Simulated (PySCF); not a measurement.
**Working out the ionisation energy of O²⁺**

O²⁺ [He] 2s2 2p2 (3P) → O³⁺ [He] 2s2 2p1 (2P). Computed with PySCF 2.14 in aug-cc-pCVTZ-DK, with scalar relativity by spin-free X2C-1e. Frozen: nothing. Energies in hartree (1 hartree = 27.21139 eV):

| part | O²⁺ (lower) | O³⁺ (upper) |
| --- | --- | --- |
| UHF | -73.153752 | -71.148057 |
| MP2 opposite-spin | -0.109669 | -0.104020 |
| MP2 same-spin | -0.018814 | -0.008055 |

Q: What does Hartree-Fock give?

A: (-71.148057) − (-73.153752) = 2.005695 hartree = 54.578 eV.

Q: What do MP2 and SCS-MP2 (6/5 opposite-spin, 1/3 same-spin) give?

A: The opposite-spin parts differ by 0.154 eV and the same-spin parts by 0.293 eV. MP2: 54.578 + (0.154) + (0.293) = 55.025 eV. SCS-MP2: 54.578 + 1.2 × (0.154) + (0.293)/3 = 54.860 eV.

A first-order spin-orbit estimate adds -0.005 eV to MP2 (valence and next inner shell), giving 55.020 eV against 54.936 eV (semi-empirical (NIST evaluation); NIST Atomic Spectra Database, ionization energies).

What remains against the reference includes basis incompleteness and correlation beyond second order.
